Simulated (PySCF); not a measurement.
Compound: C5H11OPSi.
Structure used (PBE0-D3(BJ)/def2-SVP), in Å, numbered top down from 1:
```
atom  x, y, z in Å
C1    -1.1593    2.9803   -0.8066
C2    -0.6282    1.8895   -0.7515
P3     0.1632    0.2939   -0.7453
O4     0.8886   -0.0346   -2.0118
C5    -1.2000   -0.8490   -0.3600
C6    -2.0098   -0.5619    0.8933
C7     1.2627    0.3344    0.6926
Si8    2.5024   -1.1023    0.5995
H9    -1.6248    3.9486   -0.8630
H10   -1.8277   -0.8296   -1.2664
H11   -0.7335   -1.8482   -0.3337
H12   -1.4038   -0.6664    1.8061
H13   -2.4254    0.4572    0.8785
H14   -2.8516   -1.2648    0.9799
H15    1.8292    1.2786    0.6511
H16    0.6964    0.3243    1.6370
H17    3.5352   -0.8477   -0.4389
H18    1.7833   -2.3795    0.3138
H19    3.1640   -1.2277    1.9349
```

Level: PBE0/def2-SVPD in PySCF, non-relativistic, on one gas-phase PBE0-D3(BJ)/def2-SVP geometry that isn't relaxed in the solvent. The solvent is an IEF-PCM continuum (cavity from Bondi-type radii × 1.2), and excitations are vertical TDDFT with non-equilibrium linear response and a frozen core. Only the electrostatic response of the medium enters.

Gas-phase singlets (H = HOMO, L = LUMO):

| state | E (eV) | λ (nm) | f | leading configurations |
| --- | --- | --- | --- | --- |
| S1 | 5.854 | 212 | 0.002 | H→L 89% |
| S2 | 6.054 | 205 | 0.001 | H-1→L+1 45%, H-3→L+1 16%, H-2→L 15% |
| S3 | 6.093 | 203 | 0.015 | H-1→L 80%, H-2→L+1 9% |
| S4 | 6.267 | 198 | 0.008 | H-2→L 55%, H-1→L+1 16%, H→L+1 13% |
| S5 | 6.290 | 197 | 0.017 | H→L+1 76%, H-1→L+1 11% |

Q: Give the list for acetone (ε = 20.49), n² = 1.85.

A: 
```csv
state,E (eV),λ (nm),f,leading configurations,change by rank (eV)
S1,6.001,207,0.002,"H→L 57%, H-2→L 25%",+0.147
S2,6.284,197,0.003,"H-1→L+1 36%, H→L 25%, H-3→L+1 11%",+0.230
S3,6.297,197,0.006,"H-1→L 44%, H-2→L+1 14%, H→L+1 11%",+0.204
S4,6.435,193,0.008,"H-2→L 50%, H-1→L+1 22%, H→L 11%",+0.168
S5,6.692,185,0.068,"H→L+1 58%, H-1→L 21%, H-3→L 12%",+0.402
```

Q: How do the frontier levels move from gas to acetone?

A: 
```
orbital  gas (eV)  solvent (eV)  change (eV)
 LUMO+2      0.22          0.48        +0.26
 LUMO+1     -0.32         -0.22        +0.10
   LUMO     -0.50         -0.48        +0.02
   HOMO     -7.74         -8.01        -0.27
 HOMO-1     -7.99         -8.36        -0.37
 HOMO-2     -8.66         -8.66         0.00
 HOMO-3     -8.86         -8.90        -0.04
```

The HOMO–LUMO gap goes from 7.23 to 7.53 eV.
